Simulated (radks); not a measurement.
Problem. Pm+, configuration [Xe] 4f5 6s1. Calculated with a radial shooting solver on a logarithmic mesh with Libxc functionals: Dirac Kohn-Sham, BLYP, spin-unpolarised, spherical densities, point nucleus; open shells fill j = l - 1/2 first.

Spin-orbit splittings of the eigenvalues, e(l+1/2) - e(l-1/2), with zeta = 2 splitting/(2l+1) and mean radii in bohr:

shell  occ.  splitting (eV)  zeta (eV)  <r> j=l-1/2  <r> j=l+1/2
2p        6           560.5      373.7      0.08244      0.08896
3p        6           112.7      75.12       0.2498       0.2624
3d       10           24.42      9.769       0.2339       0.2378
4p        6           24.61      16.41       0.6082       0.6369
4d       10           4.371      1.748       0.6828       0.6931
4f        5          0.4681     0.1337        1.050        1.071
5p        6               ?          ?        1.629        1.724

Estimate the 5p splitting.

Solution. 3.282 eV (zeta = 2.188 eV).
